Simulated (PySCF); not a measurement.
An unknown gives this computed stick spectrum. Method used: TDDFT wB97X-D/def2-SVPD, vertical, gas phase, core orbitals frozen in the response (PySCF). Geometries: GFN2-xTB, one conformer each.

```json
{"state": "S1", "E (eV)": "6.46", "λ (nm)": "191.8", "f": "0.017"}
{"state": "S2", "E (eV)": "6.70", "λ (nm)": "185.0", "f": "0.143"}
{"state": "S3", "E (eV)": "6.96", "λ (nm)": "178.0", "f": "0.0019"}
{"state": "S4", "E (eV)": "7.30", "λ (nm)": "169.9", "f": "0.043"}
{"state": "S5", "E (eV)": "7.42", "λ (nm)": "167.1", "f": "0.0077"}
{"state": "S6", "E (eV)": "7.52", "λ (nm)": "164.8", "f": "0.0002"}
{"state": "S7", "E (eV)": "7.56", "λ (nm)": "164.0", "f": "0.0000"}
{"state": "S8", "E (eV)": "7.73", "λ (nm)": "160.4", "f": "0.051"}
```

Triplets computed (Tamm–Dancoff): 5.77, 6.05, 6.41 eV.

Problem. Which candidate is it? All have the formula C2H12Si4.
A. `[SiH3][Si]1([SiH3])CC[SiH2]1`
B. `[SiH3]C[Si@H]1C[SiH2][SiH2]1`
C. `C[Si@@H]1[SiH2]C[Si@@H]1[SiH3]`
D. `C[Si@@H]1[SiH2]C[SiH2][SiH2]1`
E. `C1[SiH2]C[SiH2][SiH2][SiH2]1`

Solution. E. Its S1, at 6.46 eV, is the highest among the candidates; the nearest of the others has S1 at 5.73 eV. S1 is HOMO→LUMO+1 (60%), HOMO→LUMO (33%). Löwdin shares by element: HOMO silicon 65% or more, hydrogen 5% or more (atoms not listed hold the other 30%); LUMO silicon 59% or more, hydrogen 8% or more (atoms not listed hold the other 33%). At the same level the other candidates give, for their lowest levels:
- `[SiH3]C[Si@H]1C[SiH2][SiH2]1`: 5.40 eV (f 0.002); 6.04 eV (f 0.019); 6.14 eV (f 0.167); 6.36 eV (f 0.003); 6.71 eV (f 0.019); T1 4.87 eV; HOMO -9.10, LUMO 0.89 eV
- `[SiH3][Si]1([SiH3])CC[SiH2]1`: 5.73 eV (f 0.065); 6.06 eV (f 0.023); 6.15 eV (f 0.015); 6.28 eV (f 0.037); 6.41 eV (f 0.185); T1 5.06 eV; HOMO -9.10, LUMO 0.94 eV
- `C[Si@@H]1[SiH2]C[SiH2][SiH2]1`: 5.41 eV (f 0.002); 6.15 eV (f 0.003); 6.48 eV (f 0.082); 6.78 eV (f 0.099); 6.89 eV (f 0.045); T1 5.04 eV; HOMO -9.27, LUMO 0.74 eV
- `C[Si@@H]1[SiH2]C[Si@@H]1[SiH3]`: 5.29 eV (f 0.056); 5.70 eV (f 0.073); 5.83 eV (f 0.024); 6.21 eV (f 0.003); 6.35 eV (f 0.002); T1 4.67 eV; HOMO -9.00, LUMO 0.65 eV
